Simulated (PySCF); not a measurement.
Calculation: PBE-D3(BJ)/def2-TZVP // PBE0-D3(BJ)/def2-SVP run with PySCF. Isolated molecules, 0 K electronic values unless said otherwise. One relaxed conformer stands for a flexible species; it need not be the lowest. Excitations are Tamm–Dancoff values on a coarser integration grid. The basis has no diffuse functions, so Rydberg states are missing or too high.

Reference species (SMILES): `Bc1cc2c(C#C)cccc2s1` (neutral, multiplicity 1).

The S1 excitation (TDA) comes out as 2.97 eV and the HOMO–LUMO gap is 2.44 eV.

Changed species: `c1cc(C#C)cc2sc(cc12)B`.

Give the shifts of the S1 excitation (TDA) and HOMO–LUMO gap.

the S1 excitation (TDA) increases by 0.15 eV, to 3.12 eV; the HOMO–LUMO gap rises by 0.04 eV, to 2.48 eV.
